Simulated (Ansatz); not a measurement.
Geometry optimisation, RKS LDA/def2-SVP (Ansatz).

Input file:

```yaml
crystal:
  periodic: [false, false, false]
  atoms:
    - { symbol: B, position_ang: [-0.6872, 1.1949, -0.1842] }
    - { symbol: O, position_ang: [-0.9459, 0.005, 0.5632] }
    - { symbol: Si, position_ang: [-2.44628, 0.31692, 1.29311] }
    - { symbol: F, position_ang: [-2.4018, 1.56084, 2.42062] }
    - { symbol: H, position_ang: [-1.1481, 1.3249, -1.3167] }
    - { symbol: H, position_ang: [-0.2092, 2.1839, 0.3107] }
    - { symbol: H, position_ang: [-3.49061, 0.71506, 0.2528] }
    - { symbol: H, position_ang: [-2.98557, -0.88967, 1.9168] }
basis:
  gaussian: { orbitals: def2-SVP }
hamiltonian:
  xc: lda
relax:
  f_tol: 0.015
  max_steps: 40
```

Launched with:

```bash
$ ansatz run input.yaml --threads 1 --pin off --max-ram 2048MiB --backend cpu --events-out ev --progress --plain --runs-dir out
```

Q: Where does it end, and by what steps?

A: It converged. After 25 steps the energy has fallen by 0.864 eV; H6 moved furthest, 1.10 Å.

```tsv
step	energy less start (eV)	largest force component (eV/Å)	accepted
0	0.0000	2.457	yes
1	-0.2694	1.649	yes
2	-0.4362	0.989	yes
3	-0.6038	0.375	yes
4	-0.6851	0.675	yes
5	-0.7312	0.682	yes
6	-0.7852	0.282	yes
7	-0.7961	0.076	yes
8	-0.7990	0.076	yes
9	-0.7800	0.596	no
10	-0.8008	0.093	yes
11	-0.8032	0.189	yes
12	-0.8115	0.086	yes
13	-0.8140	0.112	yes
14	-0.8257	0.118	yes
15	-0.8345	0.232	yes
16	-0.8491	0.098	yes
17	-0.8571	0.132	yes
18	-0.8472	0.366	no
19	-0.8616	0.041	yes
20	-0.8636	0.028	yes
21	-0.8616	0.130	no
22	-0.8639	0.018	yes
23	-0.8644	0.031	yes
24	-0.8614	0.236	no
25	-0.8644	0.013	yes
```

```xyz
8
Properties=species:S:1:pos:R:3
B -0.624 1.352 -0.215
O -1.073 0.816 0.937
Si -2.614 0.329 1.356
F -3.142 1.349 2.486
H -1.400 1.512 -1.154
H 0.556 1.655 -0.279
H -3.512 0.429 0.160
H -2.506 -1.030 1.965
```

Time of the run: 48 s on 1 thread of Arm Neoverse V1, with other jobs on the host, peak memory 0.14 GiB.
